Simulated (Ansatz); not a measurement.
cis-NiCl2(PH3)2 (NiP₂H₆Cl₂). The state is a singlet with charge 0. Geometry B3LYP-D4/def2-SVP.

```csv
atom,x (Å),y (Å),z (Å)
Ni1,-0.747,-0.469,-0.385
Cl2,-1.674,-2.392,0.130
Cl3,-2.072,0.041,-2.061
P4,0.125,1.442,-0.946
H5,1.247,2.000,-0.258
H6,-0.737,2.560,-0.896
H7,0.610,1.543,-2.269
P8,0.529,-1.032,1.283
H9,1.229,-2.252,1.149
H10,-0.117,-1.234,2.522
H11,1.608,-0.208,1.730
```

The order of the spin states hangs on the level: the triplet lies 0.18 eV below the singlet at PBE0-D4/def2-TZVP, but 0.09 eV above it at r2SCAN-D4/def2-TZVP.

**Question.** Estimate the orbital energies around the gap (eV) in Ansatz with PBE-D4/def2-SVP, r2SCAN-D4/def2-TZVP, B97M-V/def2-TZVP, PBE0-D4/def2-TZVP, BHLYP-D4/def2-TZVP.

**Answer.** 
```
orbital  PBE-D4/def2-SVP  r2SCAN-D4/def2-TZVP  B97M-V/def2-TZVP  PBE0-D4/def2-TZVP  BHLYP-D4/def2-TZVP
 HOMO−9            -7.88                -8.48             -8.49              -9.78              -11.44
 HOMO−8            -7.54                -8.25             -8.43              -9.32              -11.34
 HOMO−7            -7.12                -7.86             -8.01              -8.92              -11.24
 HOMO−6            -6.60                -7.39             -7.49              -8.87              -10.38
 HOMO−5            -6.45                -7.30             -7.41              -8.80              -10.26
 HOMO−4            -5.66                -6.32             -6.42              -7.69               -9.83
 HOMO−3            -5.32                -6.13             -6.39              -7.55               -8.96
 HOMO−2            -5.16                -6.05             -6.20              -7.33               -8.61
 HOMO−1            -4.96                -5.78             -5.95              -7.24               -8.50
   HOMO            -4.94                -5.77             -5.90              -7.16               -8.29
   LUMO            -3.30                -3.62             -3.58              -2.54               -0.92
 LUMO+1            -1.42                -1.89             -2.04              -1.30               -0.54
 LUMO+2            -0.67                -0.61             -1.02              -0.24                0.40
 LUMO+3            -0.26                -0.07             -0.45               0.33                1.20
 LUMO+4             0.09                 0.04             -0.21               0.66                1.53
 LUMO+5             0.17                 0.12             -0.16               0.67                1.65
```
